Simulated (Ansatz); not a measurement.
One change: `FC[SiH2]CI` becomes `FC[SiH2][SiH2]F`.

Ansatz, PBE0-D4/def2-TZVP geometries, multiplicity 1. Each molecule was computed in one conformer, which needn't be the lowest.

Elements past krypton have def2 core potentials.

```csv
property,`FC[SiH2]CI`
size of the dipole moment (B3LYP/def2-TZVPP) / D,1.37
LUMO energy (ωB97M-V/def2-TZVPP) / eV,0.77
HOMO energy (B3LYP/def2-TZVPP) / eV,-7.13
size of the dipole moment (ωB97M-V/def2-TZVPP) / D,1.35
LUMO energy (PBE/def2-TZVPP) / eV,-2.03
HOMO–LUMO gap (PBE0/def2-TZVPP) / eV,6.23
```

Give the same properties after the change, and the shifts. (Estimate.)

The calculation gave: 
| property | `FC[SiH2][SiH2]F` | shift |
| --- | --- | --- |
| size of the dipole moment (B3LYP/def2-TZVPP) / D | 1.75 | 0.38 |
| LUMO energy (ωB97M-V/def2-TZVPP) / eV | 1.05 | 0.28 |
| HOMO energy (B3LYP/def2-TZVPP) / eV | -8.09 | -0.96 |
| size of the dipole moment (ωB97M-V/def2-TZVPP) / D | 1.73 | 0.38 |
| LUMO energy (PBE/def2-TZVPP) / eV | -1.56 | 0.47 |
| HOMO–LUMO gap (PBE0/def2-TZVPP) / eV | 7.58 | 1.35 |

With PBE0 the HOMO falls by 0.92 eV and the LUMO rises by 0.43 eV, so the gap widens by about 1.35 eV. PBE moves the HOMO by -0.80 eV and ωB97M-V by -0.83 eV. Dipoles are sizes alone; their direction can turn.

B3LYP here is the variant with VWN-RPA as its local correlation; programs differ in this.

Spin–orbit coupling is left out; it splits and shifts lone-pair levels of the heavy atoms by tenths of an eV.
